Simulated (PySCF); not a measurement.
Isomers of C8H10O4, from PBE0-D3(BJ)/def2-SVP geometry optimisation, gas phase (PySCF). One conformer each, no zero-point energy, no frequencies.

Task: Which is lower in electronic energy at this level?
A. `[CH2:1]=[C:2]1[C@@H:3]([O:4][C:5]([CH3:6])=[O:7])[C@@H:8]1[O:9][C:10]([CH3:11])=[O:12]` with C2–C3–O4–C5 -178°, C3–O4–C5–C6 -178°, C3–C8–O9–C10 104°, C8–O9–C10–C11 -179°: A = 1206, B = 613.3, C = 449.0 MHz, dipole 2.33 D
B. `[CH3:1][CH2:2][O:3][C:4]1=[C:5]([O:6][CH3:7])[C:8](=[O:9])[CH2:10][C:11]1=[O:12]` with C1–C2–O3–C4 180°, C2–O3–C4–C5 -179°, C4–C5–O6–C7 -178°: A = 1420, B = 687.1, C = 468.6 MHz, dipole 1.59 D

Result: B. That is `CCOC1=C(OC)C(=O)CC1=O`, 10.9 kcal/mol below the other.

```
                           SMILES                                                                           mapped SMILES      E (Eh)  relative (kcal/mol)  relative (kJ/mol)  dipole (D)
            CCOC1=C(OC)C(=O)CC1=O        [CH3:1][CH2:2][O:3][C:4]1=[C:5]([O:6][CH3:7])[C:8](=[O:9])[CH2:10][C:11]1=[O:12]  -610.61925                  0.0                0.0        1.59
C=C1[C@@H](OC(C)=O)[C@@H]1OC(C)=O  [CH2:1]=[C:2]1[C@@H:3]([O:4][C:5]([CH3:6])=[O:7])[C@@H:8]1[O:9][C:10]([CH3:11])=[O:12]  -610.60185                 10.9               45.7        2.33
```

As drawn, the higher has a three-membered ring and a C(=O)–O unit, which the lower lacks.
